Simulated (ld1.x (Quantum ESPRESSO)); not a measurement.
Logarithmic derivatives: zinc, TM

zinc, norm-conserving Troullier–Martins (Kleinman–Bylander form), made with ld1.x (Quantum ESPRESSO) 7.5 (Wu–Cohen, scalar-relativistic). Core [Ar] 3d10, reference 4s1.75 4p0 (charge +0.25). Waves: 4p (bound, empty): rc 2.35 bohr; 4d channel at -0.2 Ry: rc 2.25 bohr; 4s (bound): rc 2.20 bohr. Local part: the s channel. Core correction: Bessel-smoothed model core inside 1.10 bohr.

The phase is arctan(r·u′/u) with u = r·R(r), unwrapped; energies in Ry, scanned from -3 to 5 Ry. A pole is an energy at which the radial function vanishes at the test radius. The pseudo phase is shifted by a multiple of π to meet the all-electron one at the reference energy, and phase errors are pseudo minus all-electron; the curves can meet again beyond the range given. Levels narrower than the energy grid can be missing from the lists of poles.

Question: For each channel, where are the poles, and over which energies does the pseudopotential scatter like the atom?

Answer:

```tsv
channel	radius (bohr)	reference energy (Ry)	poles, all-electron	poles, pseudo	unbroken range about the reference energy with phases within 0.05 rad	phase error 1 Ry above the reference energy (rad)
s	2.54	-0.58	0.93	0.87	below 2.3	-0.005
p	2.54	-0.19	2.03	2.03	below 4.8	-0.001
d	2.54	-0.20	-0.84, 4.04	-1.05, 3.83	-0.7 to 0.7	-0.076
```

Note: ghost state, extra bound levels that the all-electron valence spectrum of the same l lacks: d at -15.7 eV. A true bound ghost makes a file unfit for plane-wave use.

Phases in the s channel:

```json
{"E (Ry)": "-3.00", "all-electron": "1.286", "pseudo": "1.285"}
{"E (Ry)": "-2.52", "all-electron": "1.241", "pseudo": "1.240"}
{"E (Ry)": "-2.04", "all-electron": "1.168", "pseudo": "1.166"}
{"E (Ry)": "-1.56", "all-electron": "1.024", "pseudo": "1.022"}
{"E (Ry)": "-1.08", "all-electron": "0.632", "pseudo": "0.629"}
{"E (Ry)": "-0.60", "all-electron": "-0.523", "pseudo": "-0.523"}
{"E (Ry)": "-0.12", "all-electron": "-1.229", "pseudo": "-1.231"}
{"E (Ry)": "0.36", "all-electron": "-1.450", "pseudo": "-1.455"}
{"E (Ry)": "0.84", "all-electron": "-1.556", "pseudo": "-1.565"}
{"E (Ry)": "1.32", "all-electron": "-1.626", "pseudo": "-1.640"}
{"E (Ry)": "1.80", "all-electron": "-1.683", "pseudo": "-1.707"}
{"E (Ry)": "2.28", "all-electron": "-1.741", "pseudo": "-1.786"}
{"E (Ry)": "2.76", "all-electron": "-1.812", "pseudo": "-1.908"}
{"E (Ry)": "3.24", "all-electron": "-1.915", "pseudo": "-2.186"}
{"E (Ry)": "3.72", "all-electron": "-2.107", "pseudo": "-3.136"}
{"E (Ry)": "4.20", "all-electron": "-2.581", "pseudo": "-4.149"}
{"E (Ry)": "4.68", "all-electron": "-3.567", "pseudo": "-4.443"}
```
